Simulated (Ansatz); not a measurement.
CH₈AlNSi, relaxed with RKS PBE0-D4/def2-TZVP in Ansatz 0.2.0 from a PBE-D4/def2-SVP geometry. The force threshold is 0.005 eV/Å; the program also tests the step.

The species carries charge 0 and has multiplicity 1. The bonds changed during the relaxation, so this is another structure than the one it started from.

Start:

```xyz
12

N     0.708    0.044    1.403
C     1.089   -1.170    0.565
Al   -0.769   -0.624    0.155
Si   -1.046    1.018   -1.647
H     1.267    0.885    1.218
H     0.699   -0.125    2.416
H     1.324   -2.039    1.206
H     1.940   -0.943   -0.101
H    -1.949   -1.281    1.016
H     0.275    1.687   -1.967
H    -2.010    2.136   -1.321
H    -1.528    0.411   -2.944
```

```tsv
step	energy (eV)	largest force (eV/Å)	largest move (Å)
1	-17123.6576	0.672	0.000
2	-17123.6964	0.246	0.023
3	-17123.7020	0.046	0.022
4	-17123.7025	0.024	0.009
5 (rejected)	-17123.7025	0.029	0.028
6	-17123.7027	0.024	0.013
7	-17123.7030	0.007	0.030
8	-17123.7032	0.036	0.057
9	-17123.7033	0.021	0.009
10	-17123.7033	0.007	0.005
11 (rejected)	-17123.7033	0.007	0.000
12	-17123.7033	0.006	0.000
13	-17123.7033	0.007	0.001
14	-17123.7033	0.002	0.004
```

End:

```xyz
12

N     0.719    0.037    1.392
C     1.068   -1.179    0.550
Al   -0.757   -0.581    0.190
Si   -1.045    1.023   -1.637
H     1.292    0.847    1.200
H     0.719   -0.141    2.387
H     1.294   -2.033    1.184
H     1.905   -0.963   -0.108
H    -1.933   -1.220    1.048
H     0.233    1.760   -1.894
H    -2.080    2.068   -1.378
H    -1.415    0.379   -2.933
```

Run time 48 s (4 threads of a server CPU on a shared host); peak host memory 0.45 GiB.
